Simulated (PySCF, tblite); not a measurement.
Isomers of C4H2F4O. Calculated harmonic vibrations of the isolated species, GFN2-xTB (tblite), most abundant isotopes, no scaling. The method is semi-empirical: single wavenumbers can be off by several per cent or more. One conformer each.

Electronic energies: PBE0/pcSseg-1 single points on the GFN2-xTB geometries (PySCF, gas phase).

```tsv
SMILES	electronic energy, lowest = 0 (kcal/mol)
O=C(F)/C=C\C(F)(F)F	3.8
O=C[C@@H](F)C(F)=C(F)F	47.1
C=C(C(=O)F)C(F)(F)F	0.0
```

Problem. How do GFN2-xTB zero-point energies change the relative energies?

Solution. 
| SMILES | ZPE (kcal/mol) | of it from modes above 1550 cm⁻¹ | electronic (kcal/mol) | with ZPE, lowest = 0 (kcal/mol) | lowest mode (cm⁻¹) | rings |
| --- | --- | --- | --- | --- | --- | --- |
| C=C(C(=O)F)C(F)(F)F | 35.2 | 14.0 | 0.0 | 0.0 | 41 | 0 |
| O=C(F)/C=C\C(F)(F)F | 35.4 | 13.9 | 3.8 | 4.0 | 19 | 0 |
| O=C[C@@H](F)C(F)=C(F)F | 34.7 | 13.3 | 47.1 | 46.6 | 35 | 0 |

The zero-point energies span 0.7 kcal/mol, from `O=C[C@@H](F)C(F)=C(F)F` to `O=C(F)/C=C\C(F)(F)F`. The order is unchanged.

Problem. And how do the electronic energies of GFN2-xTB itself compare?

Solution. `C=C(C(=O)F)C(F)(F)F` 0.0; `O=C(F)/C=C\C(F)(F)F` 1.0; `O=C[C@@H](F)C(F)=C(F)F` 26.6 kcal/mol, lowest = 0. Against the energies above, taken from the same isomer `C=C(C(=O)F)C(F)(F)F`, the largest difference is 20.5 kcal/mol.
